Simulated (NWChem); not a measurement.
Program: NWChem. System: C3H2N3, charge 1, spin multiplicity 1, at the geometry of a parent with another charge or spin, in a state set for the comparison that need not be this species' ground state. Level: TPSS/def2-TZVP.

Job file:

```
start mol
memory heap 200 mb stack 900 mb global 1100 mb
charge 1
geometry units angstroms nocenter noautoz
  C      0.000000     0.000000    -1.325694
  N     -1.185631     0.000000    -0.757633
  C     -1.132915     0.000000     0.593697
  N      0.000000     0.000000     1.306905
  C      1.132915     0.000000     0.593697
  N      1.185631     0.000000    -0.757633
  H     -2.091835     0.000000     1.144163
  H      2.091835     0.000000     1.144163
  symmetry group C2v
end
basis spherical
  * library def2-tzvp
end
dft
  xc xtpss03 ctpss03
  semidirect memsize 60000000 filesize 0
  iterations 100
  grid fine
end
task dft energy
```

Output (cleaned and shortened):

```
             Northwest Computational Chemistry Package (NWChem) 7.3.0
             --------------------------------------------------------

                                NWChem Input Module
                                -------------------

 Scaling coordinates for geometry "geometry" by  1.889725989
 (inverse scale =  0.529177249)

 Turning off AUTOSYM since
 SYMMETRY directive was detected!

                             Geometry "geometry" -> ""
                             -------------------------

 Output coordinates in angstroms (scale by  1.889725989 to convert to a.u.)

  No.       Tag          Charge          X              Y              Z
 ---- ---------------- ---------- -------------- -------------- --------------
    1 C                    6.0000     0.00000000     0.00000000    -1.32569400
    2 N                    7.0000    -1.18563100     0.00000000    -0.75763300
    3 C                    6.0000    -1.13291500     0.00000000     0.59369700
    4 N                    7.0000     0.00000000     0.00000000     1.30690500
    5 C                    6.0000     1.13291500     0.00000000     0.59369700
    6 N                    7.0000     1.18563100     0.00000000    -0.75763300
    7 H                    1.0000    -2.09183500     0.00000000     1.14416300
    8 H                    1.0000     2.09183500     0.00000000     1.14416300

 Effective nuclear repulsion energy (a.u.)     201.8859092237

            Nuclear Dipole moment (a.u.)
            ----------------------------
        X                 Y               Z
 ---------------- ---------------- ----------------
    -0.0000000000     0.0000000000    -0.0000018897

      Symmetry information
      --------------------

 Group name             C2v
 Group number             16
 Group order               4
 No. of unique centers     5

      Symmetry unique atoms

     1    2    3    4    7


 Summary of "ao basis" -> "" (spherical)
 ------------------------------------------------------------------------------
       Tag                 Description            Shells   Functions and Types
 ---------------- ------------------------------  ------  ---------------------
 *                         def2-tzvp                  on all atoms

                                 NWChem DFT Module
                                 -----------------

 Summary of "ao basis" -> "ao basis" (spherical)
 ------------------------------------------------------------------------------
       Tag                 Description            Shells   Functions and Types
 ---------------- ------------------------------  ------  ---------------------
 C                         def2-tzvp                11       31   5s3p2d1f
 N                         def2-tzvp                11       31   5s3p2d1f
 H                         def2-tzvp                 4        6   3s1p

 Summary of "ao basis" -> "ao basis" (spherical)
 ------------------------------------------------------------------------------
       Tag                 Description            Shells   Functions and Types
 ---------------- ------------------------------  ------  ---------------------
 C                         def2-tzvp                11       31   5s3p2d1f
 N                         def2-tzvp                11       31   5s3p2d1f
 H                         def2-tzvp                 4        6   3s1p

      Symmetry analysis of basis
      --------------------------

        a1         75
        a2         27
        b1         61
        b2         35

            General Information
            -------------------
          SCF calculation type: DFT
          Wavefunction type:  closed shell.
          No. of atoms     :     8
          No. of electrons :    40
           Alpha electrons :    20
            Beta electrons :    20
          Charge           :     1
          Spin multiplicity:     1
          Use of symmetry is: on ; symmetry adaption is: on
          Maximum number of iterations: 100
          AO basis - number of functions:   198
                     number of shells:    74
          Convergence on energy requested:  1.00D-06
          Convergence on density requested:  1.00D-05
          Convergence on gradient requested:  5.00D-04

              XC Information
              --------------
                  TPSS metaGGA Exchange Functional  1.000
             TPSS03 metaGGA Correlation Functional  1.000

             Grid Information
             ----------------
          Grid used for XC integration:  fine
          Radial quadrature: Mura-Knowles
          Angular quadrature: Lebedev.
          Tag              B.-S. Rad. Rad. Pts. Rad. Cut. Ang. Pts.
          ---              ---------- --------- --------- ---------
          C                   0.70       70          11.0       590
          N                   0.65       70          11.0       590
          H                   0.35       60          12.0       590
          Grid pruning is: on
          Number of quadrature shells:   340
          Spatial weights used:  Erf1

          Convergence Information
          -----------------------
          Convergence aids based upon iterative change in
          total energy or number of iterations.
          Levelshifting, if invoked, occurs when the
          HOMO/LUMO gap drops below (HL_TOL):  1.00D-02
          DIIS, if invoked, will attempt to extrapolate
          using up to (NFOCK): 10 stored Fock matrices.

                    Damping( 0%)  Levelshifting(0.5)       DIIS
                  --------------- ------------------- ---------------
          dE  on:    start            ASAP                start
          dE off:    2 iters        100 iters           100 iters

      Screening Tolerance Information
      -------------------------------
          Density screening/tol_rho:  1.00D-10
          AO Gaussian exp screening on grid/accAOfunc:  14
          CD Gaussian exp screening on grid/accCDfunc:  20
          XC Gaussian exp screening on grid/accXCfunc:  20
          Schwarz screening/accCoul:  1.00D-08

      Superposition of Atomic Density Guess
      -------------------------------------

 Sum of atomic energies:        -276.94825845

 Renormalizing density from      41.00 to     40

      Non-variational initial energy
      ------------------------------

 Total energy =    -275.507607
 1-e energy   =    -755.550882
 2-e energy   =     278.157366
 HOMO         =      -0.641100
 LUMO         =      -0.453242

      Symmetry analysis of molecular orbitals - initial
      -------------------------------------------------

  Numbering of irreducible representations:

     1 a1          2 a2          3 b1          4 b2

  Orbital symmetries:

     1 a1          2 a1          3 b1          4 a1          5 b1
     6 a1          7 a1          8 b1          9 a1         10 b1
    11 a1         12 b1         13 a1         14 b2         15 a1
    16 b1         17 b2         18 a2         19 a1         20 b1
    21 a1         22 a2         23 b2         24 b2         25 a1
    26 b1         27 a1         28 a1         29 b1         30 b2

------------------------------------------------------------
EAF file 0: "./mol.aoints.0" size=524288 bytes
------------------------------------------------------------
               write      read    awrite     aread      wait
               -----      ----    ------     -----      ----
     calls:        1         0         0         0         0
   data(b): 5.24e+05  0.00e+00  0.00e+00  0.00e+00
   time(s): 0.00e+00  0.00e+00  0.00e+00  0.00e+00  0.00e+00
rate(mb/s): 0.00e+00  0.00e+00
------------------------------------------------------------

   convergence    iter        energy       DeltaE   RMS-Dens  Diis-err    time
 ---------------- ----- ----------------- --------- --------- ---------  ------
 d= 0,ls=0.0,diis     1   -279.2938831104 -4.81D+02  1.74D-02  1.77D+00     6.3
 d= 0,ls=0.0,diis     2   -277.1131460764  2.18D+00  1.02D-02  1.59D+01     7.2
 d= 0,ls=0.0,diis     3   -279.2729493868 -2.16D+00  4.28D-03  1.78D+00     8.2
 d= 0,ls=0.0,diis     4   -279.4735417175 -2.01D-01  1.13D-03  2.98D-01     9.2
 d= 0,ls=0.0,diis     5   -279.5100335038 -3.65D-02  2.71D-04  3.29D-03    10.1
  Resetting Diis
 d= 0,ls=0.0,diis     6   -279.5101670007 -1.33D-04  1.39D-04  3.01D-03    11.1
 d= 0,ls=0.0,diis     7   -279.5105234946 -3.56D-04  1.51D-04  2.21D-04    12.1
 d= 0,ls=0.0,diis     8   -279.5101646235  3.59D-04  1.67D-04  2.77D-03    13.0
 d= 0,ls=0.0,diis     9   -279.5104965725 -3.32D-04  5.20D-05  4.21D-04    14.0
 d= 0,ls=0.0,diis    10   -279.5105505244 -5.40D-05  5.87D-06  5.94D-06    15.1
 d= 0,ls=0.0,diis    11   -279.5105510308 -5.06D-07  2.64D-06  1.05D-06    16.6

         Total DFT energy =     -279.510551030841
      One electron energy =     -766.658345474660
           Coulomb energy =      322.602062899273
    Exchange-Corr. energy =      -37.340177679131
 Nuclear repulsion energy =      201.885909223677

 Numeric. integr. density =       40.000000698295

     Total iterative time =     15.7s

                  Occupations of the irreducible representations
                  ----------------------------------------------

                     irrep           alpha         beta
                     --------     --------     --------
                     a1               10.0         10.0
                     a2                1.0          1.0
                     b1                7.0          7.0
                     b2                2.0          2.0

                       DFT Final Molecular Orbital Analysis
                       ------------------------------------

 Vector   18  Occ=2.000000D+00  E=-5.682358D-01  Symmetry=a2
              MO Center= -1.4D-15, -1.9D-15, -2.9D-01, r^2= 2.5D+00
   Bfn.  Coefficient  Atom+Function         Bfn.  Coefficient  Atom+Function
  ----- ------------  ---------------      ----- ------------  ---------------
    38      0.262177  2 N  py               162     -0.262177  6 N  py
    41      0.231096  2 N  py               165     -0.231096  6 N  py
    69      0.194158  3 C  py               131     -0.194158  5 C  py
    72      0.174518  3 C  py               134     -0.174518  5 C  py
    44      0.110090  2 N  py               168     -0.110090  6 N  py

 Vector   19  Occ=2.000000D+00  E=-5.406419D-01  Symmetry=a1
              MO Center=  2.4D-15, -1.4D-14,  5.8D-01, r^2= 2.8D+00
   Bfn.  Coefficient  Atom+Function         Bfn.  Coefficient  Atom+Function
  ----- ------------  ---------------      ----- ------------  ---------------
   101      0.347824  4 N  pz               104      0.283085  4 N  pz
    97      0.235545  4 N  s                  8      0.233559  1 C  pz
    11      0.199361  1 C  pz                98      0.146971  4 N  s
   107      0.145095  4 N  pz                66     -0.131472  3 C  s
   128     -0.131472  5 C  s                 96      0.122214  4 N  s

 Vector   20  Occ=2.000000D+00  E=-5.115720D-01  Symmetry=b1
              MO Center= -4.0D-14, -3.8D-16, -6.1D-01, r^2= 3.1D+00
   Bfn.  Coefficient  Atom+Function         Bfn.  Coefficient  Atom+Function
  ----- ------------  ---------------      ----- ------------  ---------------
    37      0.283083  2 N  px               161      0.283083  6 N  px
    40      0.229399  2 N  px               164      0.229399  6 N  px
    35     -0.171374  2 N  s                159      0.171374  6 N  s
     6     -0.150396  1 C  px                99      0.129004  4 N  px
    43      0.127637  2 N  px               167      0.127637  6 N  px

 Vector   21  Occ=0.000000D+00  E=-4.433824D-01  Symmetry=a1
              MO Center=  1.9D-14, -9.4D-16, -9.5D-01, r^2= 2.7D+00
   Bfn.  Coefficient  Atom+Function         Bfn.  Coefficient  Atom+Function
  ----- ------------  ---------------      ----- ------------  ---------------
     4      0.334127  1 C  s                  8     -0.310456  1 C  pz
    11     -0.277319  1 C  pz                39      0.179910  2 N  pz
   163      0.179910  6 N  pz                 5      0.175997  1 C  s
     3      0.169272  1 C  s                101      0.164545  4 N  pz
    35     -0.147715  2 N  s                159     -0.147715  6 N  s

 Vector   22  Occ=0.000000D+00  E=-3.473318D-01  Symmetry=a2
              MO Center=  7.3D-15,  2.1D-15,  1.6D-01, r^2= 2.8D+00
   Bfn.  Coefficient  Atom+Function         Bfn.  Coefficient  Atom+Function
  ----- ------------  ---------------      ----- ------------  ---------------
    69      0.293734  3 C  py                72      0.292574  3 C  py
   131     -0.293734  5 C  py               134     -0.292574  5 C  py
    38     -0.223508  2 N  py               162      0.223508  6 N  py
    75      0.220037  3 C  py               137     -0.220037  5 C  py
    44     -0.197866  2 N  py               168      0.197866  6 N  py

 Vector   23  Occ=0.000000D+00  E=-3.386471D-01  Symmetry=b2
              MO Center= -1.9D-14, -1.4D-15, -1.9D-01, r^2= 2.8D+00
   Bfn.  Coefficient  Atom+Function         Bfn.  Coefficient  Atom+Function
  ----- ------------  ---------------      ----- ------------  ---------------
     7      0.337633  1 C  py                10      0.336777  1 C  py
   100      0.267579  4 N  py               106      0.247059  4 N  py
    13      0.234694  1 C  py               103      0.234621  4 N  py
    72     -0.173306  3 C  py               134     -0.173306  5 C  py
    69     -0.171674  3 C  py               131     -0.171674  5 C  py

 center of mass
 --------------
 x =  -0.00000000 y =   0.00000000 z =  -0.05362938

 moments of inertia (a.u.)
 ------------------
         257.531769891175           0.000000000000           0.000000000000
           0.000000000000         539.619985886352           0.000000000000
           0.000000000000           0.000000000000         282.088215995176

     Multipole analysis of the density
     ---------------------------------

     L   x y z        total         alpha         beta         nuclear
     -   - - -        -----         -----         ----         -------
     0   0 0 0      1.000000    -20.000000    -20.000000     41.000000

     1   1 0 0      0.000000      0.000000      0.000000     -0.000000
     1   0 1 0     -0.000000     -0.000000     -0.000000      0.000000
     1   0 0 1      0.194827      0.097414      0.097414     -0.000002

     2   2 0 0    -16.349648    -86.441119    -86.441119    156.532591
     2   1 1 0     -0.000000     -0.000000     -0.000000      0.000000
     2   1 0 1     -0.000000     -0.000000     -0.000000      0.000000
     2   0 2 0    -22.598181    -11.299091    -11.299091      0.000000
     2   0 1 1      0.000000      0.000000      0.000000      0.000000
     2   0 0 2    -18.531245    -76.017443    -76.017443    133.503641

 Task  times  cpu:       16.7s     wall:       16.7s

 Total times  cpu:       16.7s     wall:       16.7s
```
